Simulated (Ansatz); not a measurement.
```yaml
crystal:
  periodic: [false, false, false]
  atoms:
    - {symbol: Si, position_ang: [-0.284350, -0.482934, 0.439695]}
    - {symbol: H, position_ang: [-0.319539, -0.549242, 1.944165]}
    - {symbol: C, position_ang: [1.482145, -0.550267, -0.187602]}
    - {symbol: H, position_ang: [1.984158, -1.487242, 0.128593]}
    - {symbol: H, position_ang: [2.071805, 0.302962, 0.208006]}
    - {symbol: H, position_ang: [1.509696, -0.501830, -1.295737]}
    - {symbol: C, position_ang: [-1.199355, 1.031716, -0.182332]}
    - {symbol: H, position_ang: [-2.252483, 1.036715, 0.164846]}
    - {symbol: H, position_ang: [-1.202115, 1.060768, -1.291533]}
    - {symbol: H, position_ang: [-0.714600, 1.960841, 0.183653]}
    - {symbol: F, position_ang: [-1.075382, -1.821499, -0.111731]}
basis:
  gaussian: {orbitals: def2-mTZVP, fitting: {mean_field: cc-pVTZ-jkfit}}
total_charge: 1
magnetization: {spin_polarized: true, initial_magnetization: 1}
hamiltonian: {xc: {name: PBE0-DH}}
scf: {lower_state_search: off}
output: {forces: true}
```

```sh
$ ansatz run in.yaml --threads 4 --pin off --events-out ev --progress --plain --max-ram 3916MiB
```

Output, abridged:

```
Functional definition: PBE0-DH
568 factors; integrals over basis functions are off by at most 1.5e-1 eV
mean field evaluation 1: about -12751.4501 eV, gradient 5.5e1 eV
mean field evaluation 2: about -12751.4477 eV, gradient 5.5e1 eV
mean field evaluation 4: about -12762.2909 eV, gradient 1.6e1 eV
mean field evaluation 8: about -12763.1822 eV, gradient 2.0e-1 eV
mean field evaluation 16: about -12763.2504 eV, gradient 2.1e0 eV
mean field -12763.49750524 eV, -469.0498819081 hartree, gradient 2.0e-6 eV, S^2 0.764864; 0 other end points of the search recorded, 0 dependent functions left out
8 core orbitals not correlated: weight in the atoms' cores, before any rotation towards them, 1.000 or more for the frozen orbitals, at most 0.000 for the correlated occupied ones
reference -12763.49752476 eV, -469.0498826258 hartree; 13, 12 occupied and 79, 80 virtual orbitals, 568 factors
second order -18.55079947 eV of doubles, -0.00000000 eV of singles
Total energy: -12765.81637470 eV, -469.1350987891 hartree
Atom 0 at    -0.284350    -0.482934     0.439695 Å, force    -2.184248    -3.720860     2.314736 eV/Å
Atom 1 at    -0.319539    -0.549242     1.944165 Å, force     0.052172     0.093840    -0.754330 eV/Å
Atom 2 at     1.482145    -0.550267    -0.187602 Å, force     2.733857     0.895006    -2.030759 eV/Å
Atom 3 at     1.984158    -1.487242     0.128593 Å, force    -1.103864     0.032043     0.335322 eV/Å
Atom 4 at     2.071805     0.302962     0.208006 Å, force    -0.794299    -0.257942    -0.010117 eV/Å
Atom 5 at     1.509696    -0.501830    -1.295737 Å, force    -0.252696    -0.005831     0.662824 eV/Å
Atom 6 at    -1.199355     1.031716    -0.182332 Å, force    -0.538999     2.829376    -2.039382 eV/Å
Atom 7 at    -2.252483     1.036715     0.164846 Å, force     0.559071    -0.955102     0.343236 eV/Å
Atom 8 at    -1.202115     1.060768    -1.291533 Å, force     0.143144    -0.222802     0.659649 eV/Å
Atom 9 at    -0.714600     1.960841     0.183653 Å, force     0.130706    -0.816041    -0.006005 eV/Å
Atom 10 at    -1.075382    -1.821499    -0.111731 Å, force     1.255157     2.128312     0.524826 eV/Å
Dipole moment:     0.458581     0.777321    -0.036420 e Å
Checks for a lower state left out: starts, cluster_reference, orbital_swaps, neighbouring_geometries, increment
```

Run time 6.5 s (4 threads of Arm Neoverse V1 on a shared host).

Correlated methods freeze 8 core orbitals.

The dipole of an ion depends on the origin.
